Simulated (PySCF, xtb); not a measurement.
B(F)2(vinyl) (C2H3BF2), SMILES C(=C)B(F)F.

xtb 6.7.1 with GFN2-xTB at its own geometry gives an orbital gap of 4.21 eV and a dipole moment of 2.45 D.

Geometry: B3LYP-D3(BJ)/def2-SVP. Other conformers were not sampled.

**Question.** What does M06-2X/def2-TZVP (PySCF) give? (Estimate from the structure and the level; the computed values follow.)

**Answer.** gap 9.21 eV (levels -9.84 and -0.63 eV), dipole 2.10 D.
